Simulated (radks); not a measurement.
Species: Ag24+. Configuration: [Ar] 3d5 (the NIST ground configuration). Method: scalar-relativistic Kohn-Sham, r2SCAN, spin-polarised, spherical densities, finite nucleus; open shells are filled with parallel spins first (spin-orbit coupling, left out, can overturn this in heavy ions); meta-GGA in the generalised Kohn-Sham scheme; Fermi nuclear charge, rms radius 4.5454 fm; computed with a radial shooting solver on a logarithmic mesh with Libxc functionals.

Normalised radial functions P(r) = r R(r), r in bohr:

r         3s down  3d down
0.00134    0.1473   0.0000
0.001663   0.1776   0.0000
0.002081   0.2146   0.0000
0.002582   0.2563   0.0001
0.00323    0.3060   0.0001
0.004042   0.3622   0.0002
0.005016   0.4217   0.0004
0.006275   0.4866   0.0008
0.007851   0.5511   0.0016
0.009744   0.6068   0.0028
0.01219    0.6483   0.0053
0.01513    0.6606   0.0095
0.01893    0.6282   0.0173
0.02368    0.5312   0.0312
0.02939    0.3606   0.0543
0.03677    0.0960   0.0947
0.046     -0.2467   0.1610
0.05709   -0.6105   0.2611
0.07142   -0.9404   0.4160
0.08864   -1.1022   0.6249
0.1109    -0.9860   0.9045
0.1387    -0.5102   1.2276
0.1722     0.2397   1.5336
0.2154     1.1115   1.7690
0.2674     1.7451   1.8347
0.3345     1.9299   1.6784
0.4185     1.6063   1.3108
0.5194     1.0314   0.8590
0.6498     0.4790   0.4369
0.8129     0.1536   0.1646
1.009      0.0336   0.0451

3s down: eigenvalue -1497.8 eV, 2 radial nodes at r = 0.0393, 0.162 bohr, <r> = 0.350 bohr, 90 % of the charge inside 0.510 bohr. 3d down (empty): eigenvalue -1180.3 eV, 0 radial nodes, <r> = 0.313 bohr, 90 % of the charge inside 0.485 bohr.
